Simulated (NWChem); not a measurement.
Species: C2H4FNOSi; SMILES F[Si@@H]1CN=CO1

```xyz
10

F      0.0244     1.9382    -0.6598
Si     0.0593     0.7567     0.4462
C      1.2977    -0.6101     0.0689
N      0.4608    -1.7288    -0.3620
C     -0.7760    -1.4728    -0.2589
O     -1.2578    -0.2868     0.1964
H     -0.0443     1.4099     1.7678
H      1.9001    -0.9124     0.9429
H      2.0221    -0.3499    -0.7207
H     -1.5541    -2.1960    -0.5291
```
Atoms are numbered in this order, from 1.

Computed with NWChem. Pople sets run with spherical d functions. Geometry: optimised at PBE0/def2-SVP. GIAO values for the isolated, static molecule; σ is the absolute isotropic shielding, δ = σ(reference) − σ with the isolated reference molecule computed at the same levels (13C: tetramethylsilane, 19F: trichlorofluoromethane, 1H: tetramethylsilane, 17O: water, 29Si: tetramethylsilane).

Q: What does the run give for Hartree-Fock/6-31G*? Quantities: δ F1 (ppm); δ Si2 (ppm); δ C5 (ppm); δ O6 (ppm); δ H8 (ppm); δ H9 (ppm); δ H10 (ppm).

A: 
```yaml
"δ F1 (ppm)": -98.8
"δ Si2 (ppm)": 3.7
"δ C5 (ppm)": 153.5
"δ O6 (ppm)": 140.1
"δ H8 (ppm)": 2.58
"δ H9 (ppm)": 2.80
"δ H10 (ppm)": 7.34
```
